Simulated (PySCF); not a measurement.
Sb(OH)2(TeH) (H₃O₂SbTe), SMILES [OH][Sb]([OH])[TeH].

The structure is a stationary point at PBE-D3(BJ)/def2-SVP. The structure was generated by enumeration; whether it is a known compound was not checked. The def2 effective core potentials stand for the cores of Sb, Te; spin–orbit coupling is left out. Other conformers were not sampled.

The numbers are results of TDDFT-LC-ωPBE/def2-SVPD in PySCF, not measurements.

Vertical excitations. Isolated molecule, no solvent.

Question: Estimate the UV-visible absorptions. (The exact figures need the calculation; the answer reports its results.)

Answer: 
| state | energy (eV) | λ (nm) | f | main pairs |
|---|---|---|---|---|
| S1 | 3.80 | 326 | 0.005 | HOMO→LUMO 86 % |
| S2 | 4.99 | 249 | 0.008 | HOMO→LUMO+1 47 %, HOMO→LUMO+3 30 % |
| S3 | 5.27 | 235 | 0.190 | HOMO−1→LUMO 54 %, HOMO→LUMO+2 16 %, HOMO−1→LUMO+1 12 % |
| S4 | 5.53 | 224 | 0.065 | HOMO→LUMO+3 33 %, HOMO→LUMO+1 25 %, HOMO−1→LUMO+1 16 %, HOMO−1→LUMO 12 % |
| S5 | 5.74 | 216 | 0.018 | HOMO−1→LUMO+1 62 %, HOMO→LUMO+1 16 % |
| S6 | 5.90 | 210 | 0.099 | HOMO→LUMO+2 35 %, HOMO−1→LUMO+2 30 %, HOMO−1→LUMO 8 %, HOMO−1→LUMO+3 7 % |
| S7 | 6.40 | 194 | 0.132 | HOMO−1→LUMO+3 59 %, HOMO→LUMO+2 10 % |
| S8 | 6.52 | 190 | 0.352 | HOMO−1→LUMO+2 28 %, HOMO−2→LUMO 24 %, HOMO−1→LUMO+3 16 %, HOMO−1→LUMO+6 7 % |
| S9 | 6.76 | 183 | 0.043 | HOMO−3→LUMO 66 %, HOMO−2→LUMO 11 % |
| S10 | 6.83 | 182 | 0.150 | HOMO→LUMO+7 39 %, HOMO−2→LUMO 16 %, HOMO→LUMO+6 14 %, HOMO→LUMO+3 10 % |
| T1 | 3.30 | 376 | 0 | HOMO→LUMO 83 % |
| T2 | 3.73 | 333 | 0 | HOMO−1→LUMO 83 % |
| T3 | 4.42 | 280 | 0 | HOMO→LUMO+1 35 %, HOMO→LUMO+3 28 %, HOMO→LUMO+7 10 % |
| T4 | 4.76 | 260 | 0 | HOMO−1→LUMO+1 53 %, HOMO→LUMO+1 10 %, HOMO→LUMO+3 10 % |
Triplets are in the Tamm–Dancoff approximation, which puts them higher than full response would, so one can lie above its singlet here.
